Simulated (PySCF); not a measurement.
Cl₂W, SMILES [Cl][W][Cl] (connectivity only; charge and spin as stated), neutral, multiplicity 5.

Geometry optimised at B3LYP-D3(BJ)/def2-TZVP. The multiplicity is an assumed one; other spin states were not compared. The def2 effective core potentials stand for the cores of W; spin–orbit coupling is left out.

All values below come from TDA-PBE/def2-SVPD in PySCF.

Vertical excitations. The molecule is in vacuum.

```tsv
state	energy (eV)	λ (nm)	f	main pairs
root 1	0.47	2646	0.000	α HOMO→LUMO 100 %
root 2	1.35	920	0.001	α HOMO−1→LUMO 100 %
root 3	1.36	910	0.000	α HOMO−2→LUMO 100 %
root 4	1.81	685	0.000	α HOMO−3→LUMO 100 %
root 5	2.87	432	0.000	α HOMO→LUMO+1 100 %
root 6	3.77	329	0.007	α HOMO−1→LUMO+1 98 %
root 7	3.78	328	0.013	α HOMO→LUMO+2 96 %
root 8	3.78	328	0.008	α HOMO−2→LUMO+1 98 %
root 9	4.01	310	0.000	α HOMO−4→LUMO 99 %
root 10	4.06	306	0.003	α HOMO−5→LUMO 94 %
```
Unrestricted roots are not spin-pure.
